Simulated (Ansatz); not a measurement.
Consider the cleavage of the B–B bond: `C#CBBC` + `CCS` → `CBSCC` + `BC#C`.

Gas-phase electronic energies from Ansatz, PBE0-D4/def2-TZVP geometries. CBS: MP2 limit from def2 TZ/QZ plus the TZ coupled-cluster correction, frozen cores. DFT in def2-TZVPP. Each species was taken in one conformer, which may not be the lowest.

(1) Is it downhill or uphill in electronic energy at CCSD(T)/CBS, and by how much? (An estimate is asked.)

(2) What do these levels give: r2SCAN-D4, PBE0-D4, ωB97X-V, ωB97M-V, PBE, r2SCAN, PBE0, SCS-MP2/def2-TZVPP, CCSD(T)/def2-TZVPP, HF/def2-QZVPP, HF/CBS(def2), MP2/CBS(def2)? (Best estimate.)

Largest T1 diagnostic among the species: 0.014.

## Answers

(1) Ansatz gave: Downhill: ΔE = -26.2 kcal/mol.

(2) Computed: r2SCAN-D4 -25.6, PBE0-D4 -25.0, ωB97X-V -24.9, ωB97M-V -25.7, PBE -24.4, r2SCAN -25.5, PBE0 -24.7, SCS-MP2/def2-TZVPP -27.3, CCSD(T)/def2-TZVPP -26.3, HF/def2-QZVPP -24.3, HF/CBS(def2) -24.3, MP2/CBS(def2) -28.1 kcal/mol.

The D4 term adds −0.7 kcal/mol with B3LYP and −0.4 kcal/mol with PBE0; it sums over pairs of atoms, weighted by their polarisabilities, and B3LYP, whose exchange is more repulsive, gets the larger term. In def2-TZVPP, CCSD(T) changes the Hartree–Fock value by −1.8 kcal/mol (the triples alone add −0.8 kcal/mol) and MP2 by −3.7 kcal/mol.

B3LYP here is the variant with VWN-RPA as its local correlation; programs differ in this.
